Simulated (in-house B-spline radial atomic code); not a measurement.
# Ionising Mn IX (Mn8+) with different functionals

Computed with a radial B-spline atomic code at the basis-set limit: four-component Dirac-Coulomb Hamiltonian, Fermi nucleus of rms radius 3.7057 fm, spin-restricted, spherical fractional occupations for the functionals. The ionisation energy is the difference of two self-consistent energies, [Ne] 3s2 3p5 → [Ne] 3s2 3p4, without Breit or QED terms; ε is the level of the shell that loses the electron (mean over j). The electron is taken from both j subshells in proportion to 2j + 1, so the result is a j average, not the step between ground levels.

Hybrids are left out here: with spherical fractional occupations of an open shell their exact exchange keeps a self-interaction that integer-occupation calculations don't have.

```
           method  rung  ΔSCF (eV)  -ε(3p) (eV)
         LDA VWN5   LDA     223.79       209.90
 relativistic LDA   LDA     223.72       209.83
         LDA PW92   LDA     223.78       209.89
LDA exchange-only   LDA     221.70       207.81
              PBE   GGA     223.84       209.96
           PBEsol   GGA     223.68       209.80
             BLYP   GGA     223.70       209.81
             RPBE   GGA     223.84       209.96
             PW91   GGA     224.00       210.11
             BP86   GGA     223.96       210.07
             AM05   GGA     223.65       209.76
             OLYP   GGA     224.40       210.52
```

(1) How do they compare with the NIST value?

Answers

(1) NIST lists 221.9 eV ± 0.17 (semi-empirical, ground level to ground level). Errors run from -0.19 to +2.51 eV. The correlated functionals all miss on the same side by more than they spread, so the cause is common to them (Breit-QED terms, spin polarisation, the choice among j levels, multiplet and fine-structure energies, or a listed next ion that isn't the cheapest removal here) and closeness doesn't rank the functionals.
